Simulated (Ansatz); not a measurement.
Species: LiOH, charge 0, singlet. LiOH (SMILES [Li][OH]).
B3LYP-D3(BJ)/def2-TZVP minimum from Ansatz (a quantum-chemistry and plane-wave program):
```
O
H 1 0.9514
Li 1 1.5725 2 180.00
```

Total energies in hartree (Ansatz). Radicals and triplets start from unrestricted determinants; spin-orbit coupling is neglected. Cores are frozen in correlated methods. No relativity. For partners of very few electrons the exact lower level stands in for a higher one.

```tsv
species	HF/def2-TZVPP	CCSD(T)/def2-TZVPP	HF/def2-QZVPP	CCSD(T)/def2-QZVPP	CCSDT(Q)/def2-QZVPP
1: LiOH (SMILES [Li][OH])	-82.95372	-83.23075	-82.95892	-83.25860	-83.25912
2: Li (doublet)	-7.43268	-7.43268	-7.43274	-7.43274	-7.43274
3: O (triplet)	-74.81563	-74.97674	-74.81863	-74.99407	-74.99447
4: H (doublet)	-0.49981	-0.49981	-0.49998	-0.49998	-0.49998
```

Work out the atomisation energy (electronic, to ground-state atoms) in kJ/mol: take Hartree-Fock from def2-QZVPP, extrapolate the CCSD(T) correlation energy as X^-3 (X = 3, 4), and add CCSDT(Q) - CCSD(T) in def2-QZVPP. 1 hartree = 2625.5 kJ/mol.


Species 1: correlation (64·(-0.29968) - 27·(-0.27703))/37 = -0.31621; step -0.00052; E1 = -82.95892 + (-0.31621) + (-0.00052) = -83.27565
Species 2: correlation (64·(0.00000) - 27·(0.00000))/37 = 0.00000; step +0.00000; E2 = -7.43274 + (0.00000) + (+0.00000) = -7.43274
Species 3: correlation (64·(-0.17544) - 27·(-0.16111))/37 = -0.18590; step -0.00040; E3 = -74.81863 + (-0.18590) + (-0.00040) = -75.00493
Species 4: correlation (64·(0.00000) - 27·(0.00000))/37 = 0.00000; step +0.00000; E4 = -0.49998 + (0.00000) + (+0.00000) = -0.49998
-1·E1 +1·E2 +1·E3 +1·E4 = 0.33800 hartree = 887.4 kJ/mol.
